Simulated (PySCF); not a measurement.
# Electron correlation in Sb⁺ (antimony, charge +1)

[Kr] 4d10 5s2 5p2, high-spin 3P determinant. All numbers are calculated (PySCF 2.14, a scalar-relativistic core potential, in def2-TZVPPD with the def2 core potential (28 electrons)). Frozen: 4s2 4p6 4d10; 4 electrons correlated.

```
  level  correlation energy (mhartree)
   CCSD                         -58.95
    (T)                          -1.39
CCSD(T)                         -60.34
  CCSDT                         -60.75
```

Diagnostics: T1 = 0.0075, D1 = 0.0200, largest double amplitude 0.091.

Problem. Is a single reference adequate?

Solution. Mostly. T1 lies below 0.03, but a double amplitude of this size points to a near-degeneracy that CCSD handles and MP2 describes poorly.
